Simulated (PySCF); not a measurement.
Compound: C₅H₃N₃S.
Geometry (GFN2-xTB, Å), atoms numbered from 1 in this order:
```
atom  x, y, z in Å
C1     2.6101   -0.4573    0.3795
C2     1.5857    0.3892    0.4023
C3     0.2236    0.0019    0.1720
N4    -0.7910    0.8086    0.1882
C5    -1.9277    0.1312   -0.0643
C6    -3.1779    0.7932   -0.1015
N7    -4.1848    1.3362   -0.1309
N8    -1.8425   -1.1662   -0.2748
S9    -0.3056   -1.6482   -0.1726
H10    2.4734   -1.5089    0.1829
H11    3.6167   -0.1235    0.5574
H12    1.7212    1.4432    0.6004
```

Level of theory: PBE0/def2-SVPD in PySCF (dipole) on a GFN2-xTB geometry, gas phase.

Take the most abundant isotopes and a rigid rotor. The values belong to one conformer with, in the numbering `[CH2:1]=[CH:2][c:3]1[n:4][c:5]([C:6]#[N:7])[n:8][s:9]1`, C1–C2–C3–N4 180°.

(1) Give the principal moments of inertia and the rotational constants in cm⁻¹.

(2) What kind of rotor is it?

(3) Is it planar, by Δ = Ic − Ia − Ib?

(4) Which types of transition are allowed, and where do some lines up to J = 2 fall?

## Answers

(1) Ia = 127.49, Ib = 554.33, Ic = 681.82 u·Å²; 505379 MHz·u·Å²/I gives 3964, 911.7 and 741.2 MHz, that is A = 0.13223, B = 0.03041, C = 0.02472 cm⁻¹.

(2) An asymmetric top. Ray's parameter κ = (2B − A − C)/(A − C) = -0.894; −1 is the prolate and +1 the oblate limit.

(3) Planar: Δ = Ic − Ia − Ib = 0.00 u·Å². For a rigid frame Δ = −2 Σ m c², so it vanishes when all atoms lie in the ab plane; here none is more than 0.01 Å from it.

(4) The dipole components are |μa| = 6.33 D, |μb| = 0.34 D, |μc| = 0.00 D; the mirror of this Cs structure is the ab plane, so μc vanishes by symmetry and there are no c-type lines. The squared components, which scale the intensities, stand as 1.00 : 0.00 (a : b). Some of the stronger lines:

| type | branch | J(Ka,Kc) | MHz | lower level (cm⁻¹) |
| --- | --- | --- | --- | --- |
| a | Q | 2(1,1) ← 2(1,2) | 511 | 0.262 |
| a | R | 1(0,1) ← 0(0,0) | 1653 | 0.000 |
| a | R | 2(1,2) ← 1(1,1) | 3135 | 0.157 |
| b | Q | 1(1,0) ← 1(0,1) | 3223 | 0.055 |
| a | R | 2(0,2) ← 1(0,1) | 3299 | 0.055 |
| b | Q | 2(1,1) ← 2(0,2) | 3400 | 0.165 |
| a | R | 2(1,1) ← 1(1,0) | 3476 | 0.163 |
| b | R | 1(1,1) ← 0(0,0) | 4705 | 0.000 |
| b | R | 2(1,2) ← 1(0,1) | 6188 | 0.055 |
| b | Q | 2(2,0) ← 2(1,1) | 9164 | 0.279 |
| b | Q | 2(2,1) ← 2(1,2) | 9669 | 0.262 |
| b | R | 2(2,1) ← 1(1,0) | 12633 | 0.163 |
| b | R | 2(2,0) ← 1(1,1) | 12811 | 0.157 |

Stationary, but not proved a minimum. These are rigid-rotor constants of the computed structure; measured ground-state constants (B0) also hold zero-point vibration. Quadrupole hyperfine structure (14N) is left out.
